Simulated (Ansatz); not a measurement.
Geometry optimisation, UKS PBE0-D4/def2-mTZVP in Ansatz 0.2.0.

Input file:

```yaml
crystal:
  periodic: [false, false, false]
  atoms:
    - { symbol: In, position_ang: [-0.1308, 0.066, -0.0222] }
    - { symbol: H, position_ang: [1.4831, 0.5918, 1.5035] }
    - { symbol: C, position_ang: [0.2407, 1.5102, -1.6993] }
    - { symbol: C, position_ang: [-1.4342, -1.367, 1.1077] }
    - { symbol: H, position_ang: [1.7996, -0.156, 0.9533] }
    - { symbol: F, position_ang: [1.9442, -1.0476, 0.1488] }
    - { symbol: H, position_ang: [-0.2627, 1.1707, -2.6022] }
    - { symbol: H, position_ang: [1.3186, 1.5186, -1.843] }
    - { symbol: H, position_ang: [-0.1118, 2.4991, -1.4152] }
    - { symbol: H, position_ang: [-2.263, -0.8444, 1.5783] }
    - { symbol: H, position_ang: [-0.7816, -1.8051, 1.8588] }
    - { symbol: H, position_ang: [-1.8022, -2.1363, 0.4316] }
magnetization:
  spin_polarized: true
basis:
  gaussian: { orbitals: def2-mTZVP }
hamiltonian:
  xc: pbe0
  dispersion: d4
relax:
  f_tol: 0.15
  max_steps: 25
  restrain:
    - { distance: [0, 5], at: 3.29, k: 30.0 }
    - { distance: [4, 1], at: 1.92, k: 30.0 }
    - { distance: [0, 1], at: 1.73, k: 30.0 }
    - { distance: [4, 5], at: 0.88, k: 30.0 }
output:
  orbitals: {}
```

Launched with:

```bash
$ ansatz run input.yaml --threads 4 --pin off --max-ram 5120MiB --backend cpu --events-out ev --progress --plain --runs-dir out
```

Question: Where does it end, and by what steps?

Answer: It converged. The restraints hold the end off the free minimum; the threshold counts their pulls, which the force column leaves out. Restrained pairs: In1–F6 (2.36 → 3.29 Å), H2–H5 (0.98 → 1.92 Å), In1–H2 (2.28 → 1.74 Å), H5–F6 (1.21 → 0.91 Å). After 7 steps the energy has fallen by 0.514 eV (the restraints' own energy left out); F6 moved furthest, 0.98 Å.

```
step  energy less start (eV)  largest force component (eV/Å)  accepted
   0                  0.0000                           0.910       yes
   1                  0.0328                           1.622       yes
   2                 -0.1763                           1.016       yes
   3                 -0.1292                           2.376       yes
   4                 -0.2556                           2.745       yes
   5                 -0.4309                           0.895       yes
   6                 -0.4900                           0.590       yes
   7                 -0.5145                           0.972       yes
```

```xyz
12
Properties=species:S:1:pos:R:3
In -0.061 0.288 0.254
H 1.168 0.715 1.413
C 0.020 1.400 -1.590
C -1.485 -1.180 0.931
H 2.574 -0.525 1.016
F 2.846 -1.230 0.500
H -0.657 1.014 -2.352
H 1.041 1.376 -1.974
H -0.234 2.447 -1.399
H -2.289 -0.694 1.491
H -0.990 -1.880 1.604
H -1.934 -1.732 0.106
```

Run time: 45 s on 4 threads of Arm Neoverse N1, with other jobs on the host, peak memory 0.39 GiB.
